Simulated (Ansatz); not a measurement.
System: CH$_{7}$AlN$_{2}$ (charge 0, singlet). 
Coordinates optimised at B3LYP-D3(BJ)/def2-TZVP (Ansatz, a first-principles code):
SMILES: [CH3][Al]([NH2])[NH2]
```xyz
11

C     -1.5187    -1.1664    -0.1504
Al     0.0249     0.0196    -0.0019
N     -0.1905     1.7686     0.2264
N      1.6786    -0.6260    -0.0767
H     -1.3008    -2.0426    -0.7661
H     -2.3807    -0.6592    -0.5910
H     -1.8307    -1.5342     0.8314
H     -1.0877     2.2245     0.2750
H      0.5457     2.4486     0.3298
H      1.8979    -1.6005    -0.2091
H      2.5286    -0.0917     0.0083
```

Computed values are from Ansatz. Correlated levels leave the core frozen unless marked. UHF or UKS for open shells. No spin-orbit coupling. No relativistic terms. CBS marks a two-point X^-3 extrapolation of the correlation energy; Hartree-Fock from the larger set.

Question: What is the dipole moment at CCSD(T)/aug-cc-pV(D+d)Z?

Answer: 0.53 D.

Question: What is the atomisation energy De at CCSD(T)/CBS(aug-cc-pV(T+d)Z,aug-cc-pV(Q+d)Z)?

Answer: 3899.5 kJ/mol.

Question: What is the T1 diagnostic at CCSD/aug-cc-pV(Q+d)Z?

Answer: 0.010.

Question: What is the total energy at CCSD(T)/CBS(aug-cc-pV(T+d)Z,aug-cc-pV(Q+d)Z)?

Answer: -393.7685 Eh.
